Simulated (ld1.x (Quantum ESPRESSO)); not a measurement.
**Kr: excitation energies, all-electron against TM**

ld1.x (Quantum ESPRESSO) 7.5 input, shortened:

```
&input
   title='Kr', zed=36., rel=1, dft='PZ', iswitch=3,
   config='[Ar] 3d10 4s2 4p6'
 /
 &inputp
   pseudotype=2, tm=.true., lloc=-2, rcloc=0.35,
   nlcc=.false.
 /
3
3S  1  0   2.00   0.00  0.50  0.50  0.0
3P  2  1   6.00   0.00  0.60  0.60  0.0
3D  3  2  10.00   0.00  0.45  0.45  0.0
 &test
   configts(1)='3s2 3p6 3d10 4s2 4p6'
 /
```

Occupied shells without a wave of their own: 4p, 4s. They enter only through the test configuration that unscreens the potential.

Energies are relative to the spin-unpolarised reference configuration 3s2 3p6 3d10 4s2 4p6; without spin polarisation the order of configurations can differ from experiment. Spin-polarised rows fill each open shell by Hund’s rule, majority spin first.

| valence configuration | charge | ΔE all-electron (eV) | error AE − PS (meV) |
| --- | --- | --- | --- |
| 3s2 3p6 3d10 4s2 4p5 | +1 | 14.436 | -192 |
| 3s2 3p6 3d10 4s2 4p4 | +2 | 39.774 | -471 |
| 3s2 3p6 3d10 4s2 4p3 | +3 | 77.047 | -837 |
| 3s2 3p6 3d10 4s2 4p5.5 | +0.5 | 5.929 | -85 |
| 3s2 3p6 3d9 4s2 4p6 | +1 | 94.190 | +264 |
| 3s2 3p6 3d10 4s2 4p2 | +4 | 127.121 | -1289 |
| 3s2 3p6 3d10 4s1 4p6 | +1 | 28.973 | -2045 |
| 3s2 3p6 3d10 4s2 4p5 (spin-polarised) | +1 | 14.259 | -190 |

**Question.** What are ΔE and the potential's error for 3s2 3p6 3d10 4s2 4p4 (spin-polarised)?

**Answer.** ΔE = 38.960 eV all-electron; the error (AE − PS) is -460 meV.

Levels in the configuration 3s2 3p6 3d10 4s2 4p4:

```csv
level,all-electron (eV),pseudo (eV)
3s,-288.536,-288.705
3p,-220.370,-220.527
3d,-107.126,-107.256
4s,-46.270,-48.508
4p,-31.155,-31.472
```

These tests converged, but a pseudo level misses the all-electron one widely, so the file describes the atom poorly there or has found another state: 3s2 3p6 3d9 4s2 4p6: 4s by 2.6 eV. The 4p, 4s levels have no wave, so the channel is fitted at the deeper level alone: the likely source of the large errors.

A Bessel basis up to 400 Ry misses an occupied level by 0.55 Ry, so cutoffs and ghosts were not judged. The potential misses its own reference levels by up to 1.8 eV, so it is not fit for use.
